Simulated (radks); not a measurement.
Polarisabilities and homonuclear dispersion coefficients (atomic units). Code: a radial shooting solver on a logarithmic mesh with Libxc functionals. Model: non-relativistic Kohn-Sham, exchange-only LDA, spin-polarised, spherical densities, point nucleus; open shells are filled with parallel spins first (spin-orbit coupling, left out, can overturn this in heavy ions). Response by self-consistent Sternheimer equations with the Hartree and adiabatic exchange-only LDA kernel. For heavy and open-shell atoms this level of theory can miss by tens of per cent. "Uncoupled" leaves out the induced potential. Quadrupole and octupole values are given only where no p, d or f shell is open. The Sternheimer factor gamma scales a distant field gradient at the nucleus by 1 - gamma.

species      configuration  alpha1 (bohr^3)  alpha1, uncoupled  alpha2 (bohr^5)  alpha3 (bohr^7)       C6      C8  Sternheimer gamma  recommended alpha1
Ca                [Ar] 4s2            162.9              318.2             3924           109400     2262  281600               3.63         160.8 +/- 4
B2+               [He] 2s1            6.796              8.144            7.952            34.20    8.918   82.95              0.352                   -
Li+                   [He]           0.2197             0.2359           0.1497           0.2516  0.09386  0.3502              0.263                   -
Kr                    [Kr]            19.23              29.80            127.6             1869    152.1    5247              -89.8      16.78 +/- 0.02
Tc            [Kr] 4d5 5s2            108.9              197.8                -                -     1254       -                  -           79 +/- 10
Mo2+              [Kr] 4d4            10.66              14.94                -                -    57.23       -                  -                   -
Zr3+              [Kr] 4d1            5.799              8.403                -                -    24.22       -                  -                   -
Kr+      [Ar] 3d10 4s2 4p5            11.41              18.01                -                -    71.41       -                  -                   -
S+            [Ne] 3s2 3p3            11.43              18.29                -                -    57.06       -                  -                   -

Recommended values: Schwerdtfeger and Nagle, table of static dipole polarisabilities (2023 update), measured or computed.

Beside tabulated values, note that relativity, absent from the non-relativistic runs, is large for the heavy elements.
